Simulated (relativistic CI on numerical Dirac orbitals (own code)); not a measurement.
**Pm XII: what numerical and physical settings do to a radial Dirac CI calculation**

Reference input:

```
atom Pm  Z=61  charge=11  electrons=50
nucleus A=145  rms_radius_fm=4.9620
hamiltonian dirac-coulomb  breit=on  qed=on  c_scale=1
orbitals kli  potential=per-configuration
slater_scale 1
correlation none
mixing on
grid step=0.0125 r_max=16.8
scf mixing=0.4 start=green max_iterations=150 tolerance=2e-08 node_fill=0.05
configurations
  [Kr] 4d10 4f2 5s2
  [Kr] 4d10 5s2 5p2
  [Kr] 4d10 4f 5s2 5p
end
```

Computed lowest total energy -9975.33110 Ha, first excitation 3623.5 cm⁻¹, 36 SCF steps. Runs with settings changed; * marks those that are bad on purpose (the QED terms keep the true α when c is scaled):

| Changed | Outcome | Lowest level | ΔE (Ha) | First excitation (cm⁻¹) | SCF steps | Message |
| --- | --- | --- | --- | --- | --- | --- |
| nuclear radius 4.4658 fm, SCF mixing 0.05, speed of light × 1.25 | converged | 4f2 3H_4 | 137 | 2338.7 | 44 |  |
| Breit term off, start potential bare, end of the grid at 11.76 bohr | converged | 4f2 3H_4 | -8.78 | 3981.4 | 44 |  |
| nuclear radius 5.4582 fm | converged | 4f2 3H_4 | 0.108 | 3623.5 | 36 |  |
| iteration limit 30 | converged | 4f2 3H_4 | 0 | 3623.5 | 36 |  |
| grid step 0.15 * | converged | 4f2 3H_4 | 0.0983 | 3611.1 | 37 | orbitals of one symmetry overlap by 3.0e-04 |
| configuration list: no such shell * | refused |  |  |  | 0 | configuration [Kr] 4d10 4f 5s2 2d: l must be smaller than n |
